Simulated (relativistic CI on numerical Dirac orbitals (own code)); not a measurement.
# d1 to d9 in one octahedral field

Computed with a parametric ligand-field model without spin-orbit coupling, by exact diagonalisation: B = 430, C = 1710, 10Dq = 24000 cm⁻¹ (Oh; |10Dq|/B = 55.8) for every shell. Energies in cm⁻¹; the field energy is (0.6 n_e − 0.4 n_t2) × 10Dq of the ground term; g labels are left out. So small a B with so large a field is typical of 4d and 5d ions, where spin-orbit coupling, left out here, reaches 1,000 to 4,000 cm⁻¹.

```csv
Shell,Ground term,Electrons in e,Field energy,First spin-allowed bands,Lowest term of other spin
d1,2T2,0.000,-9600,2E 24000,
d2,3T1,0.008,-18999,"3T2 22947, 3T1 28344",1T2 6143
d3,4A2,0.000,-28800,"4T2 24000, 4T1 28835",2E 8549
d4,3T1,0.013,-38092,"3E 22304, 3T1 22721",1T2 5274
d5,?,?,?,?,?
d6,1A1,0.018,-57156,"1T1 22719, 1T2 28914",3T1 19106
d7,2E,1.012,-42908,"2T1 22622, 2T2 23046",4T1 15570
d8,3A2,2.000,-28800,"3T2 24000, 3T1 28835",1E 6814
d9,2E,3.000,-14400,2T2 24000,
```

**Question.** Fill in the row of d5.

**Answer.** Ground term: 2T2; Electrons in e: 0.025; Field energy: -47407; First spin-allowed bands: 2A2 21659, 2T1 21814; Lowest term of other spin: 4T1 15646. Low spin: d4, d5, d6, d7; the other shells keep the spin of the free ion. Only d4 to d7 can choose; the field needed to pair spins is smallest for d6 and largest for d5, which loses most exchange energy. In the strong-field picture 10Dq must exceed about 6B + 5C = 11130 (d4), 7.5B + 5C = 11775 (d5), 2.5B + 4C = 7915 (d6) and 4B + 4C = 8560 (d7); mixing of terms shifts these bounds somewhat.
